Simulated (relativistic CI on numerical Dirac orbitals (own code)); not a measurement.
**Sensitivity of the levels of Nd8+ to α and to the nuclear radius**

Calculated at this level of theory: Dirac-Coulomb-Breit CI, separate exchange-only KLI orbitals for each configuration, derivatives by finite differences, unscaled Slater integrals, QED left out (own radial code, finite nucleus).

CI space (outside the closed core [Kr] 4d10): 4f2.5s2.5p2, 4f4.5s2, 4f.5s2.5p3, 4f2.5s.5p3, 5s2.5p3.5d, 5s2.5p3.6s, 5s2.5p4, 5s.5p5, 4f2.5p4, 4f.5p5. The list is cut by size and lacks configurations that can hold low levels.

With x = (α/α₀)² − 1 an excitation energy changes as ω = ω₀ + qx; K = 2q/ω₀ is the relative enhancement. Terms are leading LS components, so labels can repeat. The field-shift factor is F = δν/δ⟨r²⟩ for the transition from the lowest level.

Lowest level 4f.5s2.5p3 5F_3.

| Level | ω₀ (cm⁻¹) | q (cm⁻¹) | K | F (GHz/fm²) |
| --- | --- | --- | --- | --- |
| 4f.5s2.5p3 5F_4 | 2437.7 | 3709 | 3.04 | 0.0033 |
| 4f.5s2.5p3 5F_2 | 2766.2 | 2975 | 2.15 | 0.00515 |
| 4f.5s2.5p3 5F_1 | 5030.8 | 7372 | 2.93 | -0.211 |
| 4f.5s2.5p3 5F_5 | 7479.1 | 8597 | 2.3 | 0.0106 |
| 4f.5s2.5p3 3F_3 | 7906.7 | 5537 | 1.4 | -0.00465 |
| 4f2.5s2.5p2 5I_4 | 9975.9 | 33670 | 6.75 | -8.02 |
| 5s2.5p4 3P_2 | 13116.0 | -8234 | -1.26 | 3.12 |
| 4f2.5s2.5p2 5I_5 | 15007.7 | 38350 | 5.11 | -8.17 |
| 4f.5s2.5p3 3F_4 | 15995.8 | 7521 | 0.94 | -0.921 |
| 4f2.5s2.5p2 5G_2 | 17599.8 | 33460 | 3.8 | -7.33 |
| 4f2.5s2.5p2 5G_6 | 20328.1 | 41700 | 4.1 | -8.23 |
| 4f2.5s2.5p2 5G_3 | 21565.9 | 38430 | 3.56 | -7.95 |
| 4f2.5s2.5p2 3F_4 | 22457.1 | 36240 | 3.23 | -7.33 |

At this charge configurations can still be misplaced by up to about 7 % of their energy. Levels and lines within the n = 5 or 6 shells can be off by up to 10 % or somewhat more, and those that change n by about 2 %, since core polarisation is missing. Levels that differ in their count of f electrons can be misplaced by several ten thousand cm⁻¹, since the correlation energy of f electrons is missing or only estimated; rates across such gaps can be off by orders of magnitude.
